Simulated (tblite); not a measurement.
Isomers of C7H11O (doublet state). Computed values, GFN2-xTB/tblite, gas phase, harmonic and unscaled. Errors from tens to a few hundred cm⁻¹ against measured bands are possible. One conformer each. Open shells enter through the occupations alone, without spin polarisation, and single modes of such species can be off by tens of per cent.

Electronic energies: GFN2-xTB at the same geometries; isomer energies are rough at this level and their order can be wrong.

| SMILES | electronic energy, lowest = 0 (kcal/mol) |
| --- | --- |
| C=C1[CH]C[C@](C)(O)C1 | 0.0 |
| [CH2]C[C@@]1(C)C[C@@H]1C=O | 35.3 |
| [CH2]C(=O)[C@H](C)CC=C | 31.0 |

Q: How do GFN2-xTB zero-point energies change the relative energies?

A: 
```tsv
SMILES	ZPE (kcal/mol)	of it from modes above 1550 cm⁻¹	electronic (kcal/mol)	with ZPE, lowest = 0 (kcal/mol)	lowest mode (cm⁻¹)	rings
C=C1[CH]C[C@](C)(O)C1	100.0	48.4	0.0	0.0	71	1
[CH2]C(=O)[C@H](C)CC=C	98.6	52.7	31.0	29.6	42	0
[CH2]C[C@@]1(C)C[C@@H]1C=O	98.7	50.1	35.3	33.9	75	1
```

The zero-point energies span 1.4 kcal/mol, from `[CH2]C(=O)[C@H](C)CC=C` to `C=C1[CH]C[C@](C)(O)C1`. The order is unchanged.

Q: What do entropy and thermal enthalpy add at 298.15 K and 1 bar (rigid rotor, harmonic oscillator, one conformer each)?

A: 
```json
{"SMILES": "C=C1[CH]C[C@](C)(O)C1", "point group": "C1", "symmetry number": "1", "S (cal/(mol K))": "89.1", "H − H(0) (kcal/mol)": "5.91", "ZPE + H − H(0) − TS (kcal/mol)": "79.4"}
{"SMILES": "[CH2]C(=O)[C@H](C)CC=C", "point group": "C1", "symmetry number": "1", "S (cal/(mol K))": "99.1", "H − H(0) (kcal/mol)": "6.81", "ZPE + H − H(0) − TS (kcal/mol)": "75.9"}
{"SMILES": "[CH2]C[C@@]1(C)C[C@@H]1C=O", "point group": "C1", "symmetry number": "1", "S (cal/(mol K))": "95.4", "H − H(0) (kcal/mol)": "6.64", "ZPE + H − H(0) − TS (kcal/mol)": "76.9"}
```

S holds R ln(2S + 1) for the spin.
